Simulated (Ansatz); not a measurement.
Relaxation of H₆SSn (8 atoms, charge 0, multiplicity 1), to a largest force component of 0.03 eV/Å in at most 50 steps.

The calculation used RKS revPBE-D4/def2-SVP in Ansatz 0.2.0.

```xyz
8
Properties=species:S:1:pos:R:3
Sn 0.211 0.063 -0.120
H -0.013 -0.035 1.601
H 1.906 -0.095 -0.450
H -0.350 1.572 -0.729
H -0.625 -1.266 -0.840
S -3.130 0.109 1.340
H -3.122 -1.114 0.729
H -1.862 -0.107 1.857
```

Where does it end, and by what steps?

The forces met the threshold. The force dipped under the threshold on the way, but the program's further checks kept it going. After 9 steps the energy has fallen by 0.095 eV; H8 moved furthest, 0.83 Å.

```
step  energy less start (eV)  largest force component (eV/Å)  accepted
   0                  0.0000                           0.594       yes
   1                 -0.0596                           0.295       yes
   2                 -0.0674                           0.208       yes
   3                 -0.0771                           0.140       yes
   4                 -0.0896                           0.167       yes
   5                 -0.0937                           0.016       yes
   6                 -0.0864                           0.510        no
   7                 -0.0944                           0.039       yes
   8                 -0.0947                           0.050       yes
   9                 -0.0948                           0.027       yes
```

```xyz
8
Properties=species:S:1:pos:R:3
Sn 0.380 0.067 -0.181
H 0.373 -0.012 1.546
H 2.022 -0.079 -0.718
H -0.256 1.575 -0.724
H -0.525 -1.254 -0.830
S -3.262 0.139 1.208
H -3.177 -1.145 0.763
H -2.541 -0.164 2.324
```

Run time: 32 s on 1 thread of Arm Neoverse N1, with other jobs on the host, peak memory 0.12 GiB.
